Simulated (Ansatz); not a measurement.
```yaml
atoms:
  - { symbol: Fe, position_ang: [0.0000, 0.0000, 0.0000] }
  - { symbol: O, position_ang: [0.0000, 0.0000, 1.6300] }
  - { symbol: N, position_ang: [0.0000, 0.0000, -2.0500] }
  - { symbol: H, position_ang: [0.1863, -0.9315, -2.4200] }
  - { symbol: H, position_ang: [-0.8999, 0.3044, -2.4200] }
  - { symbol: H, position_ang: [0.7136, 0.6271, -2.4200] }
  - { symbol: N, position_ang: [2.0500, 0.0000, 0.0000] }
  - { symbol: H, position_ang: [2.4200, -0.9315, 0.1863] }
  - { symbol: H, position_ang: [2.4200, 0.3044, -0.8999] }
  - { symbol: H, position_ang: [2.4200, 0.6271, 0.7136] }
  - { symbol: N, position_ang: [-2.0500, 0.0000, 0.0000] }
  - { symbol: H, position_ang: [-2.4200, 0.9315, -0.1863] }
  - { symbol: H, position_ang: [-2.4200, -0.6271, -0.7136] }
  - { symbol: H, position_ang: [-2.4200, -0.3044, 0.8999] }
  - { symbol: N, position_ang: [0.0000, 2.0500, 0.0000] }
  - { symbol: H, position_ang: [0.9074, 2.4200, -0.2813] }
  - { symbol: H, position_ang: [-0.6973, 2.4200, -0.6452] }
  - { symbol: H, position_ang: [-0.2101, 2.4200, 0.9265] }
  - { symbol: N, position_ang: [0.0000, -2.0500, 0.0000] }
  - { symbol: H, position_ang: [-0.9074, -2.4200, 0.2813] }
  - { symbol: H, position_ang: [0.2101, -2.4200, -0.9265] }
  - { symbol: H, position_ang: [0.6973, -2.4200, 0.6452] }
```

Basis set: def2-TZVP on H, N, O; pcseg-2 on Fe. Charge 2. Computed with Ansatz (development build ahead of 0.2.0); the lowest solution found for each multiplicity.

Q: How do the multiplicities compare at this shape? Give, from the lowest of each method, PBE0 (unrestricted) for 3, 5; PBE0 (restricted) for 3, 5.

A:

| method | multiplicity | E (eV) | <S²> |
| --- | --- | --- | --- |
| PBE0, unrestricted | 3 | 0.000 | 2.02 |
| PBE0, unrestricted | 5 | 0.368 | 6.06 |
| PBE0, restricted | 3 | 0.000 | 2.00 |
| PBE0, restricted | 5 | 0.486 | 6.00 |

Caution: other spin multiplicities may lie lower.
